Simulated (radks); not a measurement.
Ge, configuration [Ar] 3d10 4s2 4p2.

All-electron calculation, scalar-relativistic Kohn-Sham, exchange-only B88, spin-polarised, spherical densities, point nucleus; open shells are filled with parallel spins first. Program: a radial shooting solver on a logarithmic mesh with Libxc functionals.

Energy parts (eV):
| part | energy |
|---|---|
| total | -57082.364 |
| kinetic | 58153.798 |
| electron-nucleus | -137639.834 |
| Hartree | 24536.551 |
| exchange | -2132.880 |

Orbitals (lengths in bohr, moments of r in powers of bohr; r(90%) holds 90 % of the orbital's charge):
orbital	occ.	eigenvalue (eV)	r(90%)	<1/r>
1s up	1	-10962.95	0.0840	32.38
1s down	1	-10962.90	0.0840	32.38
2s up	1	-1370.870	0.325	7.106
2s down	1	-1370.862	0.325	7.106
2p up	3	-1198.044	0.300	6.968
2p down	3	-1198.009	0.300	6.968
3s up	1	-167.0652	0.934	2.284
3s down	1	-167.0115	0.934	2.284
3p up	3	-114.3003	0.996	2.130
3p down	3	-114.2313	0.995	2.131
3d up	5	-28.1515	1.26	1.776
3d down	5	-27.9854	1.25	1.783
4s up	1	-11.5954	3.23	0.6147
4s down	1	-9.7873	3.20	0.6275
4p up	2	-3.8792	4.62	0.4481
4p down	0	-1.9544	5.09	0.4354

The highest occupied level is 4p up at -3.879 eV. The density falls to 0.001 e/bohr^3 at r = 4.48 bohr. Summed over all electrons, <r^2> = 42.04 bohr^2, which gives a Langevin (diamagnetic) susceptibility term of -33.3 x 10^-6 cm^3/mol. Spin moment in Bohr magnetons: 2.
